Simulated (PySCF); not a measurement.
Atom-mapped SMILES (the numbers label the heavy atoms): `[CH2:1]=[CH:2][SiH2:3][C@@H:4]([CH3:5])[C:6]1=[CH:7][SiH2:8][CH2:9]1` (H(Xn): hydrogen on atom n). Ha(C1) is cis to Si3; Ha(Si3), Ha(Si8), Ha(C9) are pro-R; Hb(Si3), Hb(Si8), Hb(C9) are pro-S; Hb(C1) is trans to Si3.

All values are calculated (PySCF 2.14): PBE0/pcSseg-1 with gauge-including orbitals, geometry from GFN2-xTB. No solvent, one averaged value for each set of equivalent atoms, a single conformation, non-relativistic.

Shifts are taken against calculated references (same method and geometry level): 13C (σref 186.93) against TMS.

Do the 13C shifts follow the atomic charges (in e)? Tabulate both.

Answers


```
atoms  hybridisation  δ (ppm)  σ para (ppm)  Hirshfeld    IAO  Mulliken  ESP-fitted
   C6            sp2    179.3          -256      +0.02  +0.05     -0.21       +0.27
   C1            sp2    143.0          -207      -0.08  -0.28     -0.15       -0.36
   C2            sp2    140.2          -217      -0.14  -0.42     -0.49       -0.31
   C7            sp2    130.1          -198      -0.17  -0.47     -0.30       -0.56
   C4            sp3     34.1           -97      -0.10  -0.37     -0.48       -0.05
   C9            sp3     16.9           -82      -0.17  -0.54     -0.42       -0.61
   C5            sp3     16.2           -76      -0.12  -0.41     -0.21       -0.44
```

Correlation coefficients of δ with charge over these carbons: Hirshfeld +0.50, IAO +0.63, Mulliken +0.33, ESP-fitted +0.43; with the paramagnetic shielding -1.00. Among the 4 sp2 carbons alone: Hirshfeld +0.97, IAO +0.98, Mulliken +0.38, ESP-fitted +0.99. With so few points, grouped by hybridisation, these coefficients are fragile. Charge is one influence among several: hybridisation and low-lying excitations act through the paramagnetic term.

Shifts are as computed. Against solution values, carbons near 30 ppm lie about +3 ppm off and those near 130 ppm about +5 ppm. Of 1211 compounds with measured shifts, 218 miss one by over three times the rms of a fit or turn the order of signals round; such compounds aren't used in these exercises.
